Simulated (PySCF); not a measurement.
Dipole response of Kr⁺ (krypton, charge +1)

[Ar] 3d10 4s2 4p5, 2P determinant. Calculation: PySCF 2.14, in def2-QZVPPD; no relativity, point nucleus. Coupled (time-dependent) response in atomic units; α is the mean over directions.

```tsv
method	mean α (bohr³)	α xx, yy, zz	C₆ (like pair)	S(−4)
UHF	10.63	10.38, 10.76, 10.76	65.62	20.27
PBE	11.05	10.64, 11.26, 11.26	68.59	23.07
PBE0	10.84	10.48, 11.01, 11.01	67.00	21.68
```

S(−4) is the Cauchy moment in α(ω) = α(0) + S(−4) ω² + …

Spin-orbit coupling is absent.

α(iu) at UHF:

| u (hartree) | α(iu) (bohr³) |
| --- | --- |
| 0 | 10.63 |
| 0.0500 | 10.58 |
| 0.100 | 10.43 |
| 0.200 | 9.884 |
| 0.300 | 9.104 |
| 0.500 | 7.326 |
| 0.750 | 5.387 |
| 1.00 | 3.990 |
| 1.50 | 2.364 |
| 2.00 | 1.554 |
| 3.00 | 0.8389 |
| 5.00 | 0.3905 |

For an ion, C₆ is the dispersion term alone; charge-induced terms of lower order in 1/R come first.

The components differ because the open shell of this determinant is not spherical; for a pure term their mean is the scalar polarisability.
